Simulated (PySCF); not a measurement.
Run record: excited-state job, `O=C[SiH2]C[SiH2]P`.

Computed with TDDFT CAM-B3LYP/def2-SVPD, vertical, gas phase, core orbitals frozen in the response (PySCF 2.14.0, density-fitted response routines). Geometry: GFN2-xTB. The command runs a driver script over a list of jobs; the input below is this job's line of settings and its coordinates in Å.

Command:
```bash
OMP_NUM_THREADS=1 python probes_run.py task.json out
```

Input:
```
{"job": {"kind": "uv", "xc": "CAM-B3LYP", "basis": "def2-SVPD", "nstates": 8, "ntriplets": 3}, "charge": 0, "multiplicity": 1}
O      1.011667    -0.134524     1.308657
C      1.614473     0.712952     0.693574
Si     1.248064     1.030327    -1.161923
C      0.124240    -0.410515    -1.642173
Si    -1.033517    -1.119078    -0.282790
P     -1.931402     0.520348     0.956791
H      2.375348     1.316535     1.229893
H      0.614106     2.348085    -1.248418
H      2.545434     1.035377    -1.848341
H     -0.502090    -0.094276    -2.476041
H      0.727737    -1.245698    -2.001400
H     -0.420457    -2.207089     0.472352
H     -2.168337    -1.729774    -1.012378
H     -1.212644     0.236230     2.099961
H     -2.997036    -0.250911     1.384670
```

What does the run print?

```
coarse grid: 13712 points
cycle   1  E = -1076.4449465479  dE =  4.210e-01  |g| = 7.494e-01  |ddm| = 4.639e+00
cycle   2  E = -1076.2263212468  dE =  2.186e-01  |g| = 1.332e+00  |ddm| = 1.611e+00
cycle   3  E = -1076.5691423904  dE = -3.428e-01  |g| = 7.406e-02  |ddm| = 1.037e+00
cycle   4  E = -1076.5702507958  dE = -1.108e-03  |g| = 4.634e-02  |ddm| = 1.618e-01
cycle   5  E = -1076.5707944278  dE = -5.436e-04  |g| = 7.585e-03  |ddm| = 6.187e-02
cycle   6  E = -1076.5708129435  dE = -1.852e-05  |g| = 2.442e-03  |ddm| = 1.597e-02
cycle   7  E = -1076.5708150525  dE = -2.109e-06  |g| = 6.987e-04  |ddm| = 5.997e-03
final grid: 117752 points
cycle   8  E = -1076.7158880324  dE = -1.448e-05  |g| = 2.204e-03  |ddm| = 4.137e-02
cycle   9  E = -1076.7158873905  dE =  6.419e-07  |g| = 3.019e-03  |ddm| = 6.312e-03
cycle  10  E = -1076.7158891911  dE = -1.801e-06  |g| = 4.162e-04  |ddm| = 2.489e-03
cycle  11  E = -1076.7158892261  dE = -3.498e-08  |g| = 1.500e-04  |ddm| = 5.470e-04
cycle  12  E = -1076.7158892329  dE = -6.811e-09  |g| = 3.082e-05  |ddm| = 2.587e-04
cycle  13  E = -1076.7158892336  dE = -6.298e-10  |g| = 1.190e-05  |ddm| = 7.517e-05
converged SCF energy = -1076.7158892336

Static polarisability (au): isotropic 105.780, principal 92.230 105.820 119.289

Singlet excitations
state   eV       nm        f      main configurations
  1   3.3125    374.3   0.00051   H-1->L 0.70, H->L 0.24
  2   5.2584    235.8   0.01046   H->L 0.74, H-1->L 0.24
  3   6.4048    193.6   0.00856   H->L+4 0.62, H->L+3 0.10
  4   6.5826    188.4   0.00438   H-2->L 0.94
  5   6.6364    186.8   0.01419   H->L+1 0.51, H-1->L+1 0.13, H->L+4 0.10
  6   6.7492    183.7   0.01059   H-3->L 0.53, H->L+2 0.14, H-1->L+2 0.12
  7   6.7854    182.7   0.03617   H-3->L 0.33, H->L+2 0.29, H-1->L+2 0.20
  8   6.8364    181.4   0.01974   H-1->L+1 0.44, H-1->L+2 0.20, H->L+1 0.10

Triplet excitations (Tamm-Dancoff, eV): 2.6442 5.1071 5.6855
```

The SCF starts on a coarse grid where the log names one; the energy can jump when the final grid takes over, and dE then counts from the start density on the new grid. H and L stand for HOMO and LUMO; the number after each pair is its weight.

Give the mean polarisability as a volume in Å³, and the ratio of the largest to the smallest principal value.

105.780 au × 0.148185 = 15.67 Å³; 119.289/92.230 = 1.29.

Give S1 in cm⁻¹ and kJ/mol.

3.3125 eV × 8065.54 = 26717 cm⁻¹; × 96.485 = 319.6 kJ/mol.

In short: HOMO -8.40 eV, LUMO -0.63 eV; lowest singlet 3.31 eV; lowest triplet 2.64 eV (Tamm–Dancoff); mean polarisability 105.8 au.

Note that the optimisation stopped short of convergence; the values belong to its last geometry.

How long does this job take on one thread of an Intel Xeon at 2.50 GHz, shared host with 64 logical CPUs at a one-minute load of 63? And the peak memory of the process?

About 1.8 min (density and orbital grids were written too), with 0.96 GiB resident at the peak, the Python interpreter and its libraries included.

One conformer stands for the species.
Labels such as C1 count atoms from 1, the log's own numbers from 0.
